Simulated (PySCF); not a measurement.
Species: C3H10ClGaS.
SMILES: `C[S+](C)[GaH2-][CH2]Cl`

Torsions of this conformer, `[CH3:1][S+:2]([CH3:3])[GaH2-:4][CH2:5][Cl:6]`: C1–S2–Ga4–C5 -1°, S2–Ga4–C5–Cl6 179°.

The closed-shell ground state was solved at several levels (PySCF, density fitting, gas phase). The structure is a single PBE0-D3(BJ)/def2-SVP conformer in the gas phase; no vibrational or solvent corrections. Relativistic effects, spin–orbit coupling among them, are left out although an element past zinc is present.

| level | basis functions | HOMO (eV) | LUMO (eV) | gap (eV) | dipole (D) |
| --- | --- | --- | --- | --- | --- |
| PBE0/pcSseg-1 | 190 | -7.04 | -0.14 | 6.90 | 6.40 |
| PBE0/def2-SVPD | 232 | -7.02 | -0.35 | 6.67 | 6.39 |

Task: Estimate the row for CAM-B3LYP/pcSseg-1, a basis of 190 functions; the other rows only guide the guess.

Result: HOMO -8.35 eV, LUMO 0.92 eV, gap 9.27 eV, dipole 6.39 D.

Task: Over all these levels, which gives the widest orbital gap and which the narrowest?

Result: CAM-B3LYP/pcSseg-1 (range-separated hybrid) has the widest, 9.27 eV, and PBE0/def2-SVPD (global hybrid, 25 % exact exchange) the narrowest, 6.67 eV. Functional and basis both differ between the two, so the spread mixes both effects.

Task: How far do the dipole and the HOMO energy spread over the levels?

Result: The dipole runs from 6.39 to 6.40 D (mean 6.39 D) and the HOMO from -8.35 to -7.02 eV.
